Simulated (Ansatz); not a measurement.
Geometry optimisation of GaH$_{4}$O$_{2}$Si (`[OH][Ga][O][SiH3]`) radical.

```yaml
crystal:
  periodic: [false, false, false]
  atoms:
    - {symbol: O, position_ang: [-1.324270, -0.180570, 2.776400]}
    - {symbol: Ga, position_ang: [0.198320, -0.457480, 1.859960]}
    - {symbol: O, position_ang: [0.173230, -0.047670, 0.071470]}
    - {symbol: Si, position_ang: [0.687960, 0.091990, -1.459730]}
    - {symbol: H, position_ang: [-2.121910, 0.164470, 2.373420]}
    - {symbol: H, position_ang: [-0.466340, 0.727720, -2.107520]}
    - {symbol: H, position_ang: [0.970400, -1.238460, -2.007080]}
    - {symbol: H, position_ang: [1.882610, 0.939990, -1.506910]}
basis:
  gaussian: {orbitals: def2-TZVP}
magnetization: {spin_polarized: true, initial_magnetization: 1}
hamiltonian: {xc: pbe0, dispersion: d4}
relax: {f_tol: 0.005, max_steps: 150}
```

```sh
$ ansatz run in.yaml --threads 2 --pin off --events-out ev --progress --plain --max-ram 32768MiB --backend cuda --devices 0, --max-vram 18GiB
```

Output, abridged:

```
Functional definition: PBE0
mean field -64403.69513622 eV, -2366.7921418637 hartree, gradient 5.4e-5 eV, S^2 0.752858; 0 other end points of the search recorded, 0 dependent functions left out
relax step   1: F+E_penalty+E_count = -64403.82600866 eV  Δ(F+E_penalty+E_count) = +0.000e0 eV  max|allowed force component| = 1.462e0 eV/Å  Δτ_max = 0.0000 Å  (32 SCF iters, accepted)
mean field -64403.80228026 eV, -2366.7960793345 hartree, gradient 1.7e-5 eV, S^2 0.752671; 0 other end points of the search recorded, 0 dependent functions left out
relax step   2: F+E_penalty+E_count = -64403.93322081 eV  Δ(F+E_penalty+E_count) = -1.072e-1 eV  max|allowed force component| = 5.393e-1 eV/Å  Δτ_max = 0.0929 Å  (36 SCF iters, accepted)
mean field -64403.82746587 eV, -2366.7970048886 hartree, gradient 2.3e-5 eV, S^2 0.752585; 0 other end points of the search recorded, 0 dependent functions left out
relax step   3: F+E_penalty+E_count = -64403.95885514 eV  Δ(F+E_penalty+E_count) = -2.563e-2 eV  max|allowed force component| = 2.206e-1 eV/Å  Δτ_max = 0.0525 Å  (35 SCF iters, accepted)
mean field -64403.84963030 eV, -2366.7978194164 hartree, gradient 9.8e-6 eV, S^2 0.752763; 0 other end points of the search recorded, 0 dependent functions left out
relax step   4: F+E_penalty+E_count = -64403.98175606 eV  Δ(F+E_penalty+E_count) = -2.290e-2 eV  max|allowed force component| = 2.174e-1 eV/Å  Δτ_max = 0.1749 Å  (40 SCF iters, accepted)
mean field -64403.85430456 eV, -2366.7979911923 hartree, gradient 1.1e-5 eV, S^2 0.752764; 0 other end points of the search recorded, 0 dependent functions left out
relax step   5: F+E_penalty+E_count = -64403.98629746 eV  Δ(F+E_penalty+E_count) = -4.541e-3 eV  max|allowed force component| = 1.609e-1 eV/Å  Δτ_max = 0.0712 Å  (34 SCF iters, accepted)
mean field -64403.85564275 eV, -2366.7980403699 hartree, gradient 1.2e-5 eV, S^2 0.752771; 0 other end points of the search recorded, 0 dependent functions left out
relax step   6: F+E_penalty+E_count = -64403.98770909 eV  Δ(F+E_penalty+E_count) = -1.412e-3 eV  max|allowed force component| = 6.141e-2 eV/Å  Δτ_max = 0.0236 Å  (35 SCF iters, accepted)
mean field -64403.85597883 eV, -2366.7980527205 hartree, gradient 9.9e-6 eV, S^2 0.752769; 0 other end points of the search recorded, 0 dependent functions left out
relax step   7: F+E_penalty+E_count = -64403.98806516 eV  Δ(F+E_penalty+E_count) = -3.561e-4 eV  max|allowed force component| = 4.062e-3 eV/Å  Δτ_max = 0.0137 Å  (35 SCF iters, accepted)
mean field -64403.85601082 eV, -2366.7980538963 hartree, gradient 9.4e-6 eV, S^2 0.752773; 0 other end points of the search recorded, 0 dependent functions left out
relax step   8: F+E_penalty+E_count = -64403.98809252 eV  Δ(F+E_penalty+E_count) = -2.737e-5 eV  max|allowed force component| = 3.310e-3 eV/Å  Δτ_max = 0.0083 Å  (35 SCF iters, accepted)
mean field -64403.85601082 eV, -2366.7980538963 hartree, gradient 3.4e-5 eV, S^2 0.752773; 1 other end points of the search recorded, 0 dependent functions left out
Total energy: -64403.98812575 eV, -2366.8029090303 hartree
Atom 0 at    -1.204762    -0.231446     2.863077 Å, force     0.001412     0.000144    -0.001485 eV/Å
Atom 1 at     0.175340    -0.448250     1.737291 Å, force    -0.001157     0.000738    -0.000557 eV/Å
Atom 2 at    -0.140217     0.042945     0.037149 Å, force    -0.000601     0.000359     0.001627 eV/Å
Atom 3 at     0.612584     0.107345    -1.412874 Å, force    -0.000554    -0.001739     0.003310 eV/Å
Atom 4 at    -1.968013     0.133493     2.401951 Å, force    -0.000225    -0.000155     0.000254 eV/Å
Atom 5 at    -0.312004     0.730106    -2.394987 Å, force     0.000330    -0.000090    -0.000557 eV/Å
Atom 6 at     0.978686    -1.254785    -1.890986 Å, force     0.000449     0.000545    -0.002047 eV/Å
Atom 7 at     1.858384     0.920583    -1.340611 Å, force     0.000346     0.000197    -0.000545 eV/Å
Dipole moment:     0.088688    -0.019968    -0.044699 e Å
```

It took 84 s on 2 threads of an AMD EPYC 7R13 on a shared host and a share of an NVIDIA H100 80 GB, with 0.89 GiB of host memory at the peak.
